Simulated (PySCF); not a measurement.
Al(Cl)(NHMe)(OH) (CH5AlClNO), SMILES C[NH][Al]([OH])[Cl].

Coordinates come from a PBE-D3(BJ)/def2-SVP optimisation. The structure was generated by enumeration; whether it is a known compound was not checked. The values are those of a single conformer.

Two levels are set side by side: PBE/def2-TZVP (PySCF) and r2SCAN/def2-TZVP (PySCF). Same geometry, gas phase. Differences are taken from unrounded values.

| quantity | r2SCAN |
|---|---|
| orbital gap (eV) | 5.01 |
| highest occupied level (eV) | -5.83 |
| lowest empty level (eV) | -0.82 |
| dipole moment (D) | 0.81 |
| mean polarisability (bohr³) | 59.6 |

Task: What does PBE give, and how far is it from r2SCAN? (An estimate is asked for; the answer gives what the named calculation found.)

Result: 
```
quantity                       PBE  PBE minus r2SCAN
---------------------------  -----  ----------------
orbital gap (eV)              4.29             -0.73
highest occupied level (eV)  -5.57              0.26
lowest empty level (eV)      -1.29             -0.47
dipole moment (D)             0.83              0.02
mean polarisability (bohr³)   62.0               2.3
```

Rough cost on one machine, each run with all the roots and properties that it gave: r2SCAN against PBE about 3 times.
